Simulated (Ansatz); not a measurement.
Species: sum formula GeSiH$_{4}$, net charge -1, doublet state. 
Geometry from a B3LYP-D3(BJ)/def2-TZVP (Ansatz, a first-principles code) optimisation:
```
Si
H 1 1.5216
H 1 1.5216 2 98.49
Ge 1 2.4183 2 105.78 3 -109.14
H 4 1.5965 1 103.00 2 -178.22
H 4 1.5965 5 96.83 1 -105.08
```
Charge -1, spin multiplicity 2.

Parts of the frozen-core correlation energy in def2-TZVPPD (Ansatz, hartree). Frozen orbitals: 19; correlated occupied orbitals by spin: 7 and 6; virtual: 144 and 145. Open shells are spin-unrestricted. No spin-orbit coupling. No relativistic terms.

```csv
term,value
reference (HF),-2366.60342
MP2 opposite-spin,?
MP2 same-spin,-0.04110
CCSD correlation,?
(T),?
T1 diagnostic,0.025
largest doubles amplitude,0.040
<S^2> of the reference,0.825
```

Fill in the missing entries.


- MP2 opposite-spin, value: -0.20580
- CCSD correlation, value: -0.29134
- (T), value: -0.01251
